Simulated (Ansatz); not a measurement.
Consider the formal hydrolysis of the Sn–C bond: `C[CH2][Sn][Cl]` + H₂O → `[OH][Sn][Cl]` + ethane.

Computed with Ansatz on PBE0-D4/def2-TZVP structures; ΔE is electronic, products minus reactants. CCSD(T)/CBS adds triple-zeta CCSD(T) − MP2 to the extrapolated MP2 energy (def2 sets, frozen cores). This one scheme is used for every species. Functionals use def2-TZVPP. B3LYP here is the variant with VWN-RPA as its local correlation; programs differ in this. HSE06 is defined as in plane-wave codes. Elements past krypton have def2 core potentials. For Sn outer-core shells are correlated without core-valence functions, which leaves a few kJ/mol of doubt a bond. Each species was taken in one conformer, which may not be the lowest.

`C[CH2][Sn][Cl]`:

```xyz
9

C    -0.398   -0.161   -0.893
C     0.638    0.476    0.026
Sn    1.085   -0.697    1.822
Cl   -1.178   -0.738    2.570
H    -1.340   -0.332   -0.367
H    -0.613    0.473   -1.758
H    -0.061   -1.126   -1.284
H     1.582    0.655   -0.501
H     0.284    1.450    0.386
```

H₂O:

Cartesian coordinates in Å:
```
O -0.210 0.022 0.327
H -0.079 0.709 -0.330
H 0.289 -0.731 0.003
```

`[OH][Sn][Cl]`:

Cartesian coordinates in Å:
```
O -0.918 0.221 0.333
Sn 1.047 0.314 0.175
Cl 1.173 -1.362 -1.483
H -1.302 0.826 0.974
```

`CC`:

Z-matrix (Å, degrees):
```
C
C 1 1.519
H 1 1.093 2 111.4
H 1 1.093 2 111.4 3 120.0
H 1 1.093 2 111.4 3 -120.0
H 2 1.093 1 111.4 3 180.0
H 2 1.093 1 111.4 3 -60.0
H 2 1.093 1 111.4 3 60.0
```

| level | ΔE (kcal/mol) | difference from CCSD(T)/CBS |
| --- | --- | --- |
| revPBE-D4 | -24.5 | -0.8 |
| B3LYP-D4 | -25.7 | -2.0 |
| HSE06-D4 | -23.5 | 0.2 |
| B2PLYP | -26.9 | -3.2 |
| PBE0 | -24.9 | -1.2 |
| B3LYP | -28.1 | -4.4 |
| r2SCANh | -26.4 | -2.7 |
| HSE06 | -24.8 | -1.1 |
| RPA@PBE/def2-TZVPP | -23.6 | 0.1 |
| CCSD(T)/def2-SVP | -24.0 | -0.3 |
| CCSD(T)/CBS | -23.7 | 0 |

Largest T1 diagnostic among the species: 0.017.

Leaving LDA and LC-ωPBE aside and taking each functional with its dispersion term where it has one, the values, not all of them listed here, spread over 4.7 kcal/mol, from B97M-V to HSE06-D4. LDA lies +1.8 kcal/mol from PBE without D4. From r2SCAN to r2SCAN0 (25 % exact exchange), in def2-TZVPP and without D4, ΔE moves by +1.9 kcal/mol.
